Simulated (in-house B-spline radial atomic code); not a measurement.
Values are calculated unless marked as measured or tabulated.
## Weak and strong correlation along the adiabatic connection

Two-electron singlets in several external potentials (atomic units), by full CI in B-splines with partial waves to l = 8 (correlation energies up to 0.6 % small). The repulsion is scaled by λ at fixed density; W(λ) is the mean repulsion less the Hartree energy, W(0) = E_x, and the area under W from 0 to 1 is E_xc.

Relative drop (W(λ) − E_x)/E_x:

| system | λ = 0.12 | λ = 0.25 | λ = 0.4 | λ = 0.6 | λ = 0.8 | λ = 1 |
| --- | --- | --- | --- | --- | --- | --- |
| −Z exp(−kr)/r, Z = 3.04, k = 0.107 | 0.0067 | 0.0137 | 0.0215 | 0.0314 | 0.0408 | 0.0497 |
| −V exp(−r²/w²), V = 10.2, w = 13.0 | 0.0273 | 0.0530 | 0.0785 | 0.1070 | 0.1305 | 0.1502 |
| ω²r²/2 − Z/r, ω = 0.0134, Z = 2 | 0.0110 | 0.0223 | 0.0346 | 0.0498 | 0.0638 | 0.0767 |
| ω²r²/2, ω = 30 | 0.0027 | 0.0057 | 0.0090 | 0.0134 | 0.0176 | 0.0218 |
| −V exp(−r²/w²), V = 0.541, w = 8.45 | 0.0502 | 0.0920 | 0.1288 | 0.1651 | 0.1918 | 0.2124 |
| −V exp(−r²/w²), V = 1.39, w = 7.32 | 0.0354 | 0.0674 | 0.0978 | 0.1302 | 0.1557 | 0.1763 |
| ω²r²/2, ω = 0.459 | 0.0233 | 0.0458 | 0.0686 | 0.0946 | 0.1167 | 0.1355 |

Q: Order the systems by how far second-order (GL2) theory, half the initial slope (estimated from the first points of each curve), overshoots the correlation energy, least first.
A. −V exp(−r²/w²), V = 1.39, w = 7.32
B. −V exp(−r²/w²), V = 10.2, w = 13.0
C. −Z exp(−kr)/r, Z = 3.04, k = 0.107
D. ω²r²/2, ω = 0.459
E. ω²r²/2 − Z/r, ω = 0.0134, Z = 2
F. ω²r²/2, ω = 30
G. −V exp(−r²/w²), V = 0.541, w = 8.45

A: F (GL2/E_c = 1.04), C (GL2/E_c = 1.09), E (GL2/E_c = 1.15), D (GL2/E_c = 1.33), B (GL2/E_c = 1.39), A (GL2/E_c = 1.52), G (GL2/E_c = 1.76).

Q: What else changes along this order?

A: The ratio follows the bend of the curve. With it the leading natural occupation goes from 1.999 to 1.829 and −T_c/E_c from 0.96 to 0.57 between the first and the last.
